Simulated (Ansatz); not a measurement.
**GeF2 (SMILES [F][Ge][F]): where methods fail along a bond**

GeF2: 3 atoms, total charge 0, spin state singlet. SMILES: `[F][Ge][F]`. The shape is that of a PBE0-D4/def2-TZVP optimisation.

```tsv
atom	x (Å)	y (Å)	z (Å)
F	-0.6759	-1.1018	-0.4975
Ge	0.6375	-0.2952	0.3202
F	0.0276	1.3321	0.1641
```

The F1–Ge2 distance is scanned; the parts on either side stay rigid. Basis STO-3G, 11 core orbitals frozen in the correlated methods; program Ansatz 0.2.0. FCI is exact within this basis and core. Energies in eV from each method's value at 1.745 Å; methods without a U are spin-restricted; a dash marks a point that is missing or didn't converge. The shape above is that at 1.745 Å.

```
distance (Å)  BLYP  r2SCAN  wB97M-V  CCSD  CCSD(T)  BCCD(T)  CCSDT(Q)   FCI
       1.745  0.00    0.00     0.00  0.00     0.00     0.00      0.00  0.00
       2.181  1.75    1.91     2.21  1.75     1.76     1.78      1.66  1.67
       2.617  3.87    4.15     4.82  3.29     3.32     3.33      3.28  3.29
       3.490  6.19    6.55     7.90  4.05     3.96     3.97      4.07  4.07
       4.362  6.67    7.04     8.87     –        –        –      4.09  4.10
```

Departure from the FCI curve at its largest: BLYP +2.57 eV at 4.36 Å; r2SCAN +2.94 eV at 4.36 Å; wB97M-V +4.77 eV at 4.36 Å; CCSD +0.08 eV at 2.18 Å; CCSD(T) -0.11 eV at 3.49 Å; BCCD(T) +0.10 eV at 2.18 Å; CCSDT(Q) -0.02 eV at 2.18 Å. Restricted functionals keep the electrons paired too, and rise too high.
